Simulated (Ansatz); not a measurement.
Isolated molecules relaxed with PBE0-D4/def2-TZVP in Ansatz; ΔE leaves out vibrations. CBS: MP2 limit from def2 TZ/QZ plus the TZ coupled-cluster correction, frozen cores. DFT in def2-TZVPP. def2 core potentials past Kr. For Sn outer-core shells are correlated without core-valence functions, which leaves a few kJ/mol of doubt a bond. One conformer a species, not always the lowest.

Reaction (substitution at a C–C bond): `CC(F)OC(F)F` + `[SH][SnH2][Cl]` → `C[S][SnH2][Cl]` + `FCOC(F)F`

```tsv
level	ΔE (kcal/mol)
r2SCAN-D4	10.2
ωB97X-V	10.2
B2PLYP	9.6
PBE	9.0
PBE0	9.6
HF/def2-TZVPP	10.6
SCS-MP2/def2-TZVPP	9.3
MP2/def2-QZVPP	9.0
```

(1) What does CCSD(T)/CBS give? (Best estimate.)

Largest T1 diagnostic among the species: 0.012.

Answers

(1) Computed: +9.6 kcal/mol. The listed levels differ from it by 0.6, 0.6, 0.0, -0.6, 0.0, 1.0, -0.3, -0.6 kcal/mol.
